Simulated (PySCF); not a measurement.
## Molecular orbitals of LiBr

PBE0 at R = 2.177 Å; basis Li cc-pVTZ, Br cc-pVTZ-PP with ECP10; scalar-relativistic core potentials; PySCF 2.14. State: ¹Σ⁺ (singlet), closed shell. Only the outer orbitals are listed, counted within each symmetry, core potentials removing the inner ones.

```tsv
orbital	occ.	ε (eV)	on Li (%)	main shells (%)
4σ	2	-55.99	100	100 Li s
5σ	2	-19.68	5	95 Br s
6σ	2	-7.42	15	84 Br p
3π	2	-6.73	7	93 Br p
3π	2	-6.73	7	93 Br p
7σ	0	-1.41	100	81 Li s, 19 Li p
4π	0	0.16	98	96 Li p
4π	0	0.16	98	96 Li p
```

Problem. Which are the highest filled and the lowest empty level, where do they sit, and how wide is the gap?

Solution. Highest filled 3π at -6.73 eV (in %: 93 Br p); lowest empty 7σ at -1.41 eV (in %: 81 Li s, 19 Li p); the gap at PBE0 is 5.32 eV.

* bond order (Mayer): 1.15
* ⟨S²⟩: 0.000
* charge on Li (Mulliken, basis-dependent): 0.34
* charge on Li (Löwdin, basis-dependent): -0.22
* dipole moment (positive dipole means Li(−)Br(+)): -7.00 D
* polarisability along the bond: 35.2 bohr³
* polarisability across the bond: 31.5 bohr³
